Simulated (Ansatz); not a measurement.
CH$_{4}$BClSi, SMILES `Cl[SiH]1BC1`, relaxed with RKS PBE0-D4/def2-TZVP in the Gaussian-basis code of Ansatz from a PBE-D4/def2-SVP geometry. The force threshold is 0.005 eV/Å; the program also tests the step.

Charge 0, multiplicity 1.

Start:

```xyz
8

Cl   -0.817   -2.629    0.538
Si   -0.896   -0.566    0.267
B    -0.018    0.350   -1.154
C     0.748    0.754    0.057
H    -1.514    0.005    1.505
H     0.321    0.089   -2.282
H     1.853    0.834    0.072
H     0.322    1.164    0.996
```

How much energy does the relaxation release, and in how many steps? (Estimate.)

Computed: 0.05 eV, in 7 steps, 1 of them rejected.

Which bonds change most? (Best estimate.)

The calculation gave: Si2–C4 from 2.119 to 2.036 Å; Cl1–Si2 from 2.082 to 2.050 Å; B3–H6 from 1.206 to 1.185 Å; Si2–H5 from 1.497 to 1.476 Å.

Give the relaxed structure. (Estimate.)

Computed: 
```xyz
8

Cl   -0.767   -2.581    0.548
Si   -0.848   -0.549    0.288
B    -0.035    0.352   -1.153
C     0.737    0.708    0.060
H    -1.531    0.012    1.471
H     0.307    0.127   -2.266
H     1.824    0.769    0.089
H     0.313    1.161    0.964
```
